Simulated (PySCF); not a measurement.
Q: What does the PBE0-D3(BJ)/def2-SVP structure of `CC(C)[O][Ge@H]([SiH3])[GeH3]` look like in three dimensions?

A: 
Z-matrix in Å and degrees, rows numbered from 1:
```
C 
C   1  1.5204
C   2  1.5167  1  112.30
O   2  1.4129  1  111.73  3   120.41
Ge  4  1.7969  2  121.92  1    65.73
Si  5  2.3809  4  103.14  2   159.40
Ge  5  2.4353  4  109.40  2    37.33
H   1  1.1006  2  111.10  3    58.24
H   1  1.1019  2  111.46  3   178.22
H   1  1.1014  2  110.05  3   -62.00
H   2  1.1124  1  108.15  3  -119.16
H   3  1.0993  2  110.15  1   179.29
H   3  1.1010  2  109.91  1    60.28
H   3  1.1005  2  111.19  1   -60.05
H   5  1.5501  4  109.32  2   -82.28
H   6  1.4938  5  109.66  4   -62.62
H   6  1.4958  5  109.27  4   178.09
H   6  1.4935  5  110.25  4    58.11
H   7  1.5399  5  110.56  4    48.37
H   7  1.5413  5  108.98  4   167.38
H   7  1.5406  5  111.79  4   -72.83
```

Ge7 (germanium bonded to Ge and 3 H) is tetrahedral (angles from 108.4° to 111.8°). Si6 (SiH3 silicon) is tetrahedral (angles from 108.9° to 110.3°). Ge5 (germanium bonded to Ge, O, Si and H) is distorted tetrahedral (angles from 103.1° to 114.3°). O4 (oxygen bonded to C and Ge) is bent (angle 121.9°).

Method: PBE0-D3(BJ)/def2-SVP geometry optimisation, gas phase in PySCF 2.14.0.

Point group: C1 (no symmetry element, even within 0.4 Å). Not checked by PBE0-D3(BJ)/def2-SVP frequencies. The numbers are those of one conformer (C1–C2–O4–Ge5 66°, C2–O4–Ge5–Si6 159°).
